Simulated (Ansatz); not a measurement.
Reaction (ligand exchange at the Al–N bond): `[F][AlH][NH][SiH3]` + `CN[SiH3]` → `C[N]([SiH3])[AlH][F]` + `N[SiH3]`

Gas-phase electronic energies from Ansatz, PBE0-D4/def2-TZVP geometries. CCSD(T)/CBS adds triple-zeta CCSD(T) − MP2 to the extrapolated MP2 energy (def2 sets, frozen cores). This one scheme is used for every species. DFT in def2-TZVPP. Each species was taken in one conformer, which may not be the lowest.

Question: Is it downhill or uphill in electronic energy at CCSD(T)/CBS, and by how much? (An estimate is asked.)

Answer: The calculation gave: Uphill: ΔE = +7.6 kJ/mol.

Question: What do these levels give: ωB97X-V, r2SCAN, CCSD/def2-TZVPP, CCSD(T)/def2-TZVPP, MP2/def2-QZVPP, MP2/CBS(def2)? (Best estimate.)

Answer: Computed: ωB97X-V 8.3, r2SCAN 8.0, CCSD/def2-TZVPP 8.7, CCSD(T)/def2-TZVPP 7.1, MP2/def2-QZVPP 6.4, MP2/CBS(def2) 6.6 kJ/mol.

Largest T1 diagnostic among the species: 0.012.

The D4 term adds −3.9 kJ/mol with B3LYP and −2.1 kJ/mol with PBE0; it sums over pairs of atoms, weighted by their polarisabilities, and B3LYP, whose exchange is more repulsive, gets the larger term. In def2-TZVPP, CCSD(T) changes the Hartree–Fock value by −8.7 kJ/mol (the triples alone add −1.6 kJ/mol) and MP2 by −9.7 kJ/mol.

B3LYP here is the variant with VWN-RPA as its local correlation; programs differ in this.
